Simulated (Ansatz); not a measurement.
Consider the redistribution: `B[SiH2]O` + `C[O][Mg][Br]` → `B[SiH](O)OC` + `[MgH][Br]`.

Computed with Ansatz on PBE0-D4/def2-TZVP structures; ΔE is electronic, products minus reactants. CBS: MP2 limit from def2 TZ/QZ plus the TZ coupled-cluster correction, frozen cores. Functionals use def2-TZVPP. B3LYP here is the variant with VWN-RPA as its local correlation; programs differ in this. For Br, Mg outer-core shells are correlated without core-valence functions, which leaves a few kJ/mol of doubt a bond. Scalar relativity is left out up to krypton. Each species was taken in one conformer, which may not be the lowest.

| level | ΔE (kcal/mol) | difference from CCSD(T)/CBS |
| --- | --- | --- |
| r2SCAN-D4 | 1.0 | -0.8 |
| PBE0-D4 | 0.0 | -1.8 |
| B3LYP-D4 | -0.1 | -1.9 |
| PBE | 1.2 | -0.6 |
| B3LYP | 1.5 | -0.3 |
| HF/def2-TZVPP | -0.7 | -2.5 |
| MP2/def2-TZVPP | 1.0 | -0.8 |
| SCS-MP2/def2-TZVPP | 0.9 | -0.9 |
| CCSD(T)/def2-TZVPP | -0.2 | -2.0 |
| HF/def2-QZVPP | 0.0 | -1.8 |
| CCSD(T)/CBS | 1.8 | 0 |

Largest T1 diagnostic among the species: 0.012.

The D4 term adds −1.6 kcal/mol with B3LYP and −0.9 kcal/mol with PBE0; it sums over pairs of atoms, weighted by their polarisabilities, and B3LYP, whose exchange is more repulsive, gets the larger term.
